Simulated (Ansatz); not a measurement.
Gas-phase electronic energies from Ansatz, PBE0-D4/def2-TZVP geometries. CBS: MP2 limit from def2 TZ/QZ plus the TZ coupled-cluster correction, frozen cores. DFT in def2-TZVPP. B3LYP here is the variant with VWN-RPA as its local correlation; programs differ in this. HSE06 is defined as in plane-wave codes. One conformer a species, not always the lowest.

Consider the ligand exchange at the Al–N bond: `C[NH][AlH][F]` + dimethylamine → `C[N](C)[AlH][F]` + CH₃NH₂.

Is it downhill or uphill in electronic energy at CCSD(T)/CBS, and by how much? (An estimate is asked.)

The calculation gave: Nearly level: ΔE = +0.7 kJ/mol.

What do these levels give: PBE-D4, BLYP-D4, r2SCAN-D4, B3LYP-D4, HSE06-D4, B2PLYP, revPBE, PBE0, CAM-B3LYP, CCSD/def2-SVP, SCS-MP2/def2-TZVPP, CCSD/def2-TZVPP? (Best estimate.)

The calculation gave: PBE-D4 0.1, BLYP-D4 0.1, r2SCAN-D4 0.8, B3LYP-D4 0.9, HSE06-D4 0.9, B2PLYP 2.4, revPBE 3.6, PBE0 2.8, CAM-B3LYP 4.0, CCSD/def2-SVP 1.6, SCS-MP2/def2-TZVPP 0.7, CCSD/def2-TZVPP 1.4 kJ/mol.

Largest T1 diagnostic among the species: 0.012.

In def2-TZVPP, CCSD(T) changes the Hartree–Fock value by −7.0 kJ/mol (the triples alone add −1.2 kJ/mol) and MP2 by −7.6 kJ/mol. The D4 term adds −3.3 kJ/mol with B3LYP and −1.9 kJ/mol with PBE0; it sums over pairs of atoms, weighted by their polarisabilities, and B3LYP, whose exchange is more repulsive, gets the larger term.
